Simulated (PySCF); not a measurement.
C$_{2}$H$_{6}$ClSi (SMILES C[Si](C)Cl), doublet, geometry from GFN2-xTB; PySCF with DF-REVPBE/def2-SVP.

Input for PySCF:
```python
from pyscf import gto, scf, dft

mol = gto.Mole()
mol.atom = '''
    C    -1.388738   -1.413229   -0.131221
    Si    0.046516   -0.325780    0.491918
    C     1.736257   -0.955591   -0.123641
    Cl   -0.231410    1.583884   -0.223030
    H    -2.349278   -1.038931    0.209452
    H    -1.287732   -2.437061    0.213961
    H    -1.406361   -1.426368   -1.220183
    H     1.762079   -0.962368   -1.212498
    H     2.547508   -0.321824    0.221330
    H     1.931426   -1.965633    0.221770
'''
mol.basis = 'def2-svp'
mol.charge = 0
mol.spin = 1
mol.verbose = 4
mol.build()

mf = dft.UKS(mol)
mf.xc = 'revpbe'
mf = mf.density_fit(auxbasis='def2-universal-jkfit')
mf.kernel()
```

The log (banner, timings and long lists left out):

```
PySCF version 2.14.0

[INPUT] verbose = 4
[INPUT] num. atoms = 10
[INPUT] num. electrons = 49
[INPUT] charge = 0
[INPUT] spin (= nelec alpha-beta = 2S) = 1
[INPUT] symmetry False subgroup None
[INPUT] Mole.unit = angstrom
[INPUT] Symbol           X                Y                Z      unit          X                Y                Z       unit  Magmom
[INPUT]  1 C     -1.388738000000  -1.413229000000  -0.131221000000 AA   -2.624334478776  -2.670615761293  -0.247971751792 Bohr   0.0
[INPUT]  2 Si     0.046516000000  -0.325780000000   0.491918000000 AA    0.087902500410  -0.615634976861   0.929590295744 Bohr   0.0
[INPUT]  3 C      1.736257000000  -0.955591000000  -0.123641000000 AA    3.281050211859  -1.805805277099  -0.233647627767 Bohr   0.0
[INPUT]  4 Cl    -0.231410000000   1.583884000000  -0.223030000000 AA   -0.437301522486   2.993106973081  -0.421465617562 Bohr   0.0
[INPUT]  5 H     -2.349278000000  -1.038931000000   0.209452000000 AA   -4.439492010466  -1.963295052321   0.395806916242 Bohr   0.0
[INPUT]  6 H     -1.287732000000  -2.437061000000   0.213961000000 AA   -2.433460801838  -4.605377838859   0.404327691338 Bohr   0.0
[INPUT]  7 H     -1.406361000000  -1.426368000000  -1.220183000000 AA   -2.657637122269  -2.695444872844  -2.305811691850 Bohr   0.0
[INPUT]  8 H      1.762079000000  -0.962368000000  -1.212498000000 AA    3.329846719847  -1.818611951045  -2.291289146583 Bohr   0.0
[INPUT]  9 H      2.547508000000  -0.321824000000   0.221330000000 AA    4.814092420138  -0.608159220312   0.418253083150 Bohr   0.0
[INPUT] 10 H      1.931426000000  -1.965633000000   0.221770000000 AA    3.649866169864  -3.714508031407   0.419084562645 Bohr   0.0

nuclear repulsion = 205.962841658027
number of shells = 46
number of NR pGTOs = 162
number of NR cGTOs = 94
basis = def2-svp
ecp = {}

******** <class 'pyscf.df.df_jk.DFUKS'> ********
method = DFUKS
initial guess = minao
damping factor = 0
level_shift factor = 0
DIIS = <class 'pyscf.scf.diis.CDIIS'>
diis_start_cycle = 1
diis_space = 8
diis_damp = 0
SCF conv_tol = 1e-09
SCF conv_tol_grad = None
SCF max_cycles = 50
direct_scf = False
number electrons alpha = 25  beta = 24
XC library pyscf.dft.libxc version 7.1.2
    S. Lehtola, C. Steigemann, M. J. T. Oliveira, and M. A. L. Marques,  SoftwareX 7, 1–5 (2018)
XC functionals = revpbe
    Y. Zhang and W. Yang,  Phys. Rev. Lett. 80, 890 (1998)
    J. P. Perdew, K. Burke, and M. Ernzerhof,  Phys. Rev. Lett. 77, 3865 (1996)
    J. P. Perdew, K. Burke, and M. Ernzerhof,  Phys. Rev. Lett. 78, 1396 (1997)
radial grids:
    Treutler-Ahlrichs [JCP 102, 346 (1995); DOI:10.1063/1.469408] (M4) radial grids

becke partition: Becke, JCP 88, 2547 (1988); DOI:10.1063/1.454033
pruning grids: <function nwchem_prune>
grids dens level: 3
symmetrized grids: False
atomic radii adjust function: <function treutler_atomic_radii_adjust>
small_rho_cutoff = 0
Set gradient conv threshold to 3.16228e-05
tot grids = 125144
init E= -829.060739335308

cycle= 1 E= -828.985870725664  delta_E= 0.0749  |g|= 0.392  |ddm|= 2.24
cycle= 2 E= -828.880784154849  delta_E= 0.105  |g|= 0.573  |ddm|= 1.04
cycle= 3 E= -829.071687632929  delta_E= -0.191  |g|= 0.0352  |ddm|= 0.635
cycle= 4 E= -829.07238741942  delta_E= -0.0007  |g|= 0.0141  |ddm|= 0.0821
cycle= 5 E= -829.072492756919  delta_E= -0.000105  |g|= 0.00493  |ddm|= 0.0284
cycle= 6 E= -829.072508856312  delta_E= -1.61e-05  |g|= 0.000945  |ddm|= 0.00846
cycle= 7 E= -829.072509395687  delta_E= -5.39e-07  |g|= 0.000232  |ddm|= 0.00153
cycle= 8 E= -829.072509433739  delta_E= -3.81e-08  |g|= 5.39e-05  |ddm|= 0.000429
cycle= 9 E= -829.072509435643  delta_E= -1.9e-09  |g|= 1.25e-05  |ddm|= 0.000108
cycle= 10 E= -829.072509435751  delta_E= -1.08e-10  |g|= 3.25e-06  |ddm|= 2.04e-05
Extra cycle  E= -829.072509435751  delta_E= -2.27e-13  |g|= 2.61e-06  |ddm|= 7.65e-06
converged SCF energy = -829.072509435751  <S^2> = 0.75161382  2S+1 = 2.0016132
```
